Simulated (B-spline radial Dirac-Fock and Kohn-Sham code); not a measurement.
**Co⁵⁺ 3d5/2: cross section and angular parameters**

System: Co⁵⁺, [Ar] 3d4; threshold 99.41 eV (orbital energy of the model). Method: Dirac-Hartree-Slater photoionisation with a Latter tail; cross sections with all multipoles, angular parameters from the dipole term and its interference with E2. Computed with an atomic code on a B-spline grid.

For linearly polarised light dσ/dΩ = σ/(4π) [1 + β P₂(cos θ) + (δ + γ cos²θ) sin θ cos φ], with θ from the polarisation vector and φ the angle between the beam and the projection of the electron momentum on the plane normal to the polarisation.

```
hν (eV)    σ (kb)      β       γ      δ
    115      2360  0.580  -0.014  0.010
    149      1520  0.877   0.002  0.016
    198         ?      ?       ?      ?
    216       653  1.122   0.044  0.022
    265       391  1.205   0.078  0.026
    266       387  1.206   0.078  0.026
    348       186  1.251   0.140  0.032
    432      99.3  1.249   0.195  0.037
    440      94.0  1.247   0.200  0.038
 1253.6      3.12  0.972   0.525  0.090
   1300      2.74  0.958   0.537  0.093
   1480      1.73  0.907   0.577  0.104
   1700      1.04  0.853   0.620  0.119
   2680     0.186  0.682   0.755  0.182
   2830     0.150  0.664   0.770  0.191
 2984.4     0.122  0.645   0.784  0.200
   3420    0.0711  0.601   0.820  0.225
   4000    0.0378  0.551   0.860  0.258
   4840    0.0173  0.493   0.906  0.302
 5414.7    0.0108  0.460   0.929  0.331
   6460   0.00512  0.409   0.960  0.382
   6820   0.00406  0.394   0.968  0.399
 8047.8   0.00198  0.351   0.982  0.453
  11100  0.000485  0.288   0.988  0.572
  12000  0.000344  0.276   0.989  0.603
```

**Question.** Give the values at 198 eV.

**Answer.** σ = 812 kb, β = 1.080, γ = 0.031, δ = 0.021.
